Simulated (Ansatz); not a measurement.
Program: Ansatz. Geometries: PBE0-D4/def2-TZVP. ΔE: electronic, gas phase. CCSD(T)/CBS adds triple-zeta CCSD(T) − MP2 to the extrapolated MP2 energy (def2 sets, frozen cores). DFT in def2-TZVPP. For Zn outer-core shells are correlated without core-valence functions, which leaves a few kJ/mol of doubt a bond. Scalar relativity is left out up to krypton. Each species was taken in one conformer, which may not be the lowest.

`B[CH](C)[ZnH]` + `BCCN` → `N[CH2][ZnH]` + `BCC(B)C`  (redistribution)

| level | ΔE (eV) |
| --- | --- |
| PBE | 0.47 |
| CCSD/CBS(def2) | 0.63 |

**Question.** What does CCSD(T)/CBS give? (Estimate.)

**Answer.** The calculation gave: +0.57 eV. The listed levels differ from it by -0.10, 0.06 eV.

Largest T1 diagnostic among the species: 0.014.

The D4 term adds −0.05 eV with B3LYP and −0.03 eV with PBE0; it sums over pairs of atoms, weighted by their polarisabilities, and B3LYP, whose exchange is more repulsive, gets the larger term. In def2-TZVPP, CCSD(T) changes the Hartree–Fock value by −0.44 eV (the triples alone add −0.06 eV) and MP2 by −0.57 eV.

B3LYP here is the variant with VWN-RPA as its local correlation; programs differ in this.
